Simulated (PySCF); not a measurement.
From one molecule to another.

First species: C₅H₁₃FOSi₂.
SMILES with atom numbers: `[CH3:1][CH2:2][C@H:3]1[CH2:4][Si@:5]([F:6])([O:7][SiH3:8])[CH2:9]1` (hydrogens: H10, H11, H12 on C1; H13, H14 on C2; H15 on C3; H16, H17 on C4; H18, H19, H20 on Si8; H21, H22 on C9)

Second species: C8H12OSi.
InChI=1S/C8H12OSi/c1-5-6-8(7(2)9)10(3)4/h1,6,10H,2-4H3/b8-6-

Levels: PBE0/pcSseg-1 for dipole moment, HOMO energy, LUMO energy and HOMO–LUMO gap; GFN2-xTB for rotational constant A and rotational constant C. Geometries: GFN2-xTB. Each structure is a single optimised conformer of the isolated species, non-relativistic unless stated. Electronic properties by PySCF.

The conformers computed, where there is a choice (atom-mapped SMILES and torsion angles):
- `[CH3:1][CH2:2][C@H:3]1[CH2:4][Si@:5]([F:6])([O:7][SiH3:8])[CH2:9]1`: C1–C2–C3–C4 177°, C4–Si5–O7–Si8 137°
- `[CH:1]#[C:2]/[CH:3]=[C:4](/[C:5]([CH3:6])=[O:7])[SiH:8]([CH3:9])[CH3:10]`: C3–C4–C5–C6 -30°, C3–C4–Si8–C9 -97°

| property | column X | column Y |
| --- | --- | --- |
| dipole moment | 2.36 D | 1.26 D |
| HOMO energy | -7.38 eV | -7.75 eV |
| LUMO energy | -2.20 eV | 0.19 eV |
| HOMO–LUMO gap | 5.18 eV | 7.94 eV |
| rotational constant A | 1.195 GHz | 3.151 GHz |
| rotational constant C | 0.649 GHz | 0.492 GHz |

Which column belongs to which species?

Column X is the second species and column Y the first. The first has 22 atoms and 88 electrons, the second 22 and 82.

How does each property change from the first species to the second?

dipole moment +1.10 D; HOMO energy +0.37 eV; LUMO energy -2.39 eV; HOMO–LUMO gap -2.76 eV; rotational constant A -1.956 GHz; rotational constant C +0.157 GHz.

On the first: In atomic units the dipole is 0.50 e·bohr (1 au = 2.5417 D).

On the second: A dipole of 2.36 D is allowed in C1, and pure rotational transitions are dipole-allowed. In atomic units the dipole is 0.93 e·bohr (1 au = 2.5417 D).
